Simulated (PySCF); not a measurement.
## Dipole moment and polarisability across levels of theory

C₂H₇AsOSi.
Bonds: C1–C2, C2–O3 (double), C2–Si4, Si4–As5. Hydrogens: H6, H7, H8 on C1; H9, H10 on Si4; H11, H12 on As5.

PySCF, dipoles from the SCF density, polarisabilities from static response with core orbitals frozen. Geometry: PBE0-D3(BJ)/def2-SVP, one conformer, isolated molecule. Relativistic effects, spin–orbit coupling among them, are left out although an element past zinc is present.

**Question.** Compare the levels for these properties.

**Answer.** 

```json
{"level": "LDA/def2-SVPD", "μ (D)": "2.584", "α (Å³)": "14.32", "anisotropy (Å³)": "5.83"}
{"level": "PBE/def2-SVPD", "μ (D)": "2.433", "α (Å³)": "14.09", "anisotropy (Å³)": "5.75"}
{"level": "B3LYP/def2-SVPD", "μ (D)": "2.586", "α (Å³)": "13.60", "anisotropy (Å³)": "5.28"}
{"level": "PBE0/def2-SVPD", "μ (D)": "2.626", "α (Å³)": "13.50", "anisotropy (Å³)": "5.22"}
{"level": "BHandHLYP/def2-SVPD", "μ (D)": "2.803", "α (Å³)": "13.06", "anisotropy (Å³)": "4.82"}
{"level": "CAM-B3LYP/def2-SVPD", "μ (D)": "2.730", "α (Å³)": "13.33", "anisotropy (Å³)": "4.96"}
{"level": "wB97X-D/def2-SVPD", "μ (D)": "2.709", "α (Å³)": "13.38", "anisotropy (Å³)": "5.01"}
{"level": "LC-wPBE/def2-SVPD", "μ (D)": "2.800", "α (Å³)": "13.00", "anisotropy (Å³)": "4.72"}
{"level": "HF/def2-SVPD", "μ (D)": "3.113", "α (Å³)": "12.55", "anisotropy (Å³)": "4.31"}
{"level": "PBE0/6-31G*", "μ (D)": "2.648", "α (Å³)": "11.30", "anisotropy (Å³)": "5.30"}
{"level": "PBE0/def2-SVP", "μ (D)": "2.538", "α (Å³)": "11.74", "anisotropy (Å³)": "4.77"}
{"level": "PBE0/aug-cc-pVDZ", "μ (D)": "2.598", "α (Å³)": "13.78", "anisotropy (Å³)": "5.41"}
{"level": "PBE0/def2-TZVP", "μ (D)": "2.524", "α (Å³)": "12.97", "anisotropy (Å³)": "5.19"}
{"level": "PBE0/def2-TZVPD", "μ (D)": "2.569", "α (Å³)": "13.71", "anisotropy (Å³)": "5.37"}
```

The anisotropy is √(½[(α1 − α2)² + (α2 − α3)² + (α3 − α1)²]). The dipole runs from 2.43 D (PBE/def2-SVPD) to 3.11 D (HF/def2-SVPD). No reference polarisability is at hand; against PBE0 in the largest diffuse basis at hand (def2-TZVPD) the other PBE0 rows deviate by 6-31G* -18%, def2-SVP -14%, def2-SVPD -2%, aug-cc-pVDZ 0%, def2-TZVP -5%. In one basis (def2-SVPD) the functionals order the polarisability from HF (lowest) to LDA (highest), a spread of 14%. With PBE0 the polarisability is 12.00 Å³ without diffuse functions (mean of 6-31G*, def2-SVP and def2-TZVP) and 13.66 Å³ with them (mean of def2-SVPD, aug-cc-pVDZ and def2-TZVPD).
